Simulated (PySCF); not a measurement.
Molfile (atoms numbered from 1):
```
C4H9NOSi
     RDKit          3D

 16 16  0  0  0  0  0  0  0  0999 V2000
    3.4560   -0.5768    0.1066 N   0  0  0  0  0  0  0  0  0  0  0  0
    2.3253   -0.1041   -0.2416 C   0  0  0  0  0  0  0  0  0  0  0  0
    0.7448   -0.1570    0.7953 Si  0  0  2  0  0  4  0  0  0  0  0  0
   -0.7221   -0.9942   -0.0474 C   0  0  0  0  0  0  0  0  0  0  0  0
   -1.8562   -0.0303    0.3353 C   0  0  0  0  0  0  0  0  0  0  0  0
   -1.2758    1.3849    0.3487 C   0  0  0  0  0  0  0  0  0  0  0  0
    0.0101    1.3470    0.9419 O   0  0  0  0  0  0  0  0  0  0  0  0
    3.4040   -0.9651    1.0587 H   0  0  0  0  0  0  0  0  0  0  0  0
    2.2764    0.3476   -1.2523 H   0  0  0  0  0  0  0  0  0  0  0  0
    1.1450   -0.7013    2.1303 H   0  0  0  0  0  0  0  0  0  0  0  0
   -0.9156   -2.0317    0.2609 H   0  0  0  0  0  0  0  0  0  0  0  0
   -0.5579   -1.0022   -1.1388 H   0  0  0  0  0  0  0  0  0  0  0  0
   -2.7222   -0.0984   -0.3426 H   0  0  0  0  0  0  0  0  0  0  0  0
   -2.2189   -0.2758    1.3480 H   0  0  0  0  0  0  0  0  0  0  0  0
   -1.1977    1.7789   -0.6829 H   0  0  0  0  0  0  0  0  0  0  0  0
   -1.9107    2.0820    0.9186 H   0  0  0  0  0  0  0  0  0  0  0  0
  8  1  1  0
  1  2  2  0
  2  3  1  0
  3  4  1  0
  4  5  1  0
  5  6  1  0
  6  7  1  0
  7  3  1  0
  2  9  1  0
  3 10  1  1
  4 11  1  0
  4 12  1  0
  5 13  1  0
  5 14  1  0
  6 15  1  0
  6 16  1  0
M  END
```

Geometry: PBE0-D3(BJ)/def2-SVP; GIAO shifts from PySCF 2.14, gas phase, non-relativistic, averaged over equivalent atoms.

At PBE0/pcSseg-1 (171 basis functions, 44 s wall time on 1 thread of an Arm Neoverse N1, shared host):
| atoms | δ (ppm) |
| --- | --- |
| N1 | 455.7 |
| C2 | 197.0 |
| C6 | 70.9 |
| C5 | 29.7 |
| C4 | 9.9 |
| Si3 | 11.8 |
| O7 | 53.5 |
| H8 | 12.95 |
| H9 | 9.13 |
| H10 | 4.53 |
| H16 | 4.19 |
| H15 | 3.70 |
| H13 | 1.91 |
| H14 | 1.61 |
| H11 | 0.93 |
| H12 | 0.80 |

Shifts are taken against calculated references (same method and geometry level): $^{15}$N (σ = 265.67 ppm) against NH3; TMS for $^{13}$C (σ = 184.41 ppm), $^{29}$Si (σ = 351.99 ppm), $^{1}$H (σ = 31.27 ppm); $^{17}$O (σ = 334.56 ppm) vs H2O.

Estimate the result of repeating the calculation with CAM-B3LYP/pcSseg-1.

Results:


| atoms | δ at CAM-B3LYP/pcSseg-1 | change |
| --- | --- | --- |
| N1 | 463.3 | +7.6 |
| C2 | 200.5 | +3.5 |
| C6 | 71.1 | +0.2 |
| C5 | 29.5 | -0.2 |
| C4 | 9.2 | -0.7 |
| Si3 | 11.2 | -0.6 |
| O7 | 52.5 | -1.0 |
| H8 | 12.79 | -0.16 |
| H9 | 8.95 | -0.18 |
| H10 | 4.41 | -0.12 |
| H16 | 4.17 | -0.02 |
| H15 | 3.69 | -0.01 |
| H13 | 1.87 | -0.04 |
| H14 | 1.60 | -0.01 |
| H11 | 0.85 | -0.08 |
| H12 | 0.74 | -0.06 |

Referencing at the same level of theory: NH3 for $^{15}$N (267.29 ppm); $^{13}$C (182.45 ppm), $^{29}$Si (343.41 ppm), $^{1}$H (31.33 ppm) against TMS; $^{17}$O (338.55 ppm) vs H2O.

The largest change is at N1 (imine nitrogen). Cost: 171 basis functions, 54 s wall time on 1 thread of an Arm Neoverse N1, shared host. The order of the carbon signals is the same at both levels.

Experimental scales use liquid or dissolved standards, which lie at an offset from isolated NH3 (liquid NH3: subtract about 20 ppm) and H2O (liquid H2O: subtract about 36 ppm). Unscaled 15N shifts of sp2 nitrogen come out 20 to 40 ppm too high even then.
